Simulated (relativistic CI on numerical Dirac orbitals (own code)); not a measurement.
## Sc²⁺ in a cubic cluster: L2,3 absorption with charge transfer

Computed with a charge-transfer multiplet model of a cubic metal-ligand cluster with up to one ligand hole, Slater and spin-orbit integrals from Dirac-Coulomb-Breit ions, Slater integrals scaled by 0.7. The ground state mixes d1 with configurations of k ligand holes L, whose averages lie at kΔ + k(k − 1)U_dd/2; a core hole lowers each added d electron by U_cd. 300 K, Lorentzian 0.4 eV and Gaussian 0.3 eV FWHM.

Atomic integrals in eV (Slater integrals scaled, ζ unscaled), ground: F2dd 4.121, F4dd 2.525, zeta_d 0.008; with the core hole: F2dd 5.938, F4dd 3.699, zeta_d 0.015, zeta_core 3.008, F2cd 3.076, G1cd 2.145, G3cd 1.214. Where a configuration has fewer than two d electrons, the dd integrals are those of d2.

Cluster parameters (eV): Δ = 5.8, U_dd = 4.1, U_cd = 4.5, 10Dq(ligand) = 0.1, V(eg) = 2.65, V(t2g) = -1.45, final-state hopping factor = 0.9.

Weights, n_d and S are thermal averages at 300 K. Photon energies count from the first peak over 30 % of the highest in each spectrum, which can be another peak from case to case. The parameters are a model scan and need not match a compound or its usual spin state. Peaks in eV (height, largest 100): -0.7 (29), 0.0 (43), 1.3 (45), 2.4 (100), 3.7 (65), 4.8 (51), 5.7 (70), 6.7 (89).

Problem. Which parameters give this spectrum?
A. 10Dq = 1.1 eV
B. 10Dq = 0.8 eV
C. 10Dq = 1.7 eV
D. 10Dq = 0.5 eV
E. 10Dq = 2 eV

Solution. C. 10Dq = 1.7 eV; the ground state then has 1.28 d electrons and S = 0.50. The choice follows from running the model for each set and comparing peak positions and heights. The space is cut while the next configuration still counts.
